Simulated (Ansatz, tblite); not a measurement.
Spin states of the cluster ZnF2⁺, each relaxed with B3LYP-D4/def2-TZVP in Ansatz. Electronic energies in the gas phase.

The xTB rows come from tblite. Correlated methods freeze 11 core orbitals. In CCSD on the charge 1 doublet the largest single amplitude is 0.17, so its Hartree–Fock determinant may place the open shell otherwise than the density functionals do. In the quartet geometry the species has come apart into loosely held pieces. The structure comes from a short search, and lower isomers may exist.

Doublet geometry (D∞h within 0.1 Å):

```xyz
3

Zn    0.000    0.000    0.000
F     0.062    0.525   -1.699
F    -0.062   -0.525    1.699
```

Quartet geometry (D∞h within 0.1 Å):

```csv
atom,x (Å),y (Å),z (Å)
Zn1,-0.017,0.021,0.002
F2,1.074,0.629,2.242
F3,-1.056,-0.650,-2.245
```

⟨S²⟩: doublet 0.76 at PBE0-D4/def2-TZVP (pure 0.75), quartet 3.75 at PBE0-D4/def2-TZVP (pure 3.75).

Run but left out: HF/STO-3G (doublet: ⟨S²⟩ 1.37, where a pure state has 0.75).

Only these spin states were relaxed. The quartet has fallen apart into loose fragments. The quartet has other bonds than the doublet, so the gap mixes isomer and spin.

```json
{"level": "GFN1-xTB", "quartet − doublet (kJ/mol)": "388.6", "lowest of these": "doublet"}
{"level": "PBE-D4/def2-TZVP", "quartet − doublet (kJ/mol)": "445.9", "lowest of these": "doublet"}
{"level": "r2SCAN-D4/def2-TZVP", "quartet − doublet (kJ/mol)": "405.3", "lowest of these": "doublet"}
{"level": "PBE0-D4/def2-TZVP", "quartet − doublet (kJ/mol)": "333.9", "lowest of these": "doublet"}
{"level": "BHLYP-D4/def2-TZVP", "quartet − doublet (kJ/mol)": "222.3", "lowest of these": "doublet"}
{"level": "RPA@PBE/def2-TZVP", "quartet − doublet (kJ/mol)": "388.5", "lowest of these": "doublet"}
{"level": "MP2/def2-TZVPP", "quartet − doublet (kJ/mol)": "298.5", "lowest of these": "doublet"}
{"level": "CCSD(T)/def2-TZVPP", "quartet − doublet (kJ/mol)": "279.5", "lowest of these": "doublet"}
```

Change of the quartet − doublet gap on mixing in exact exchange, in kJ/mol: PBE to PBE0 (25 % exact exchange) -112.0.

The xTB methods have no spin-polarisation term.
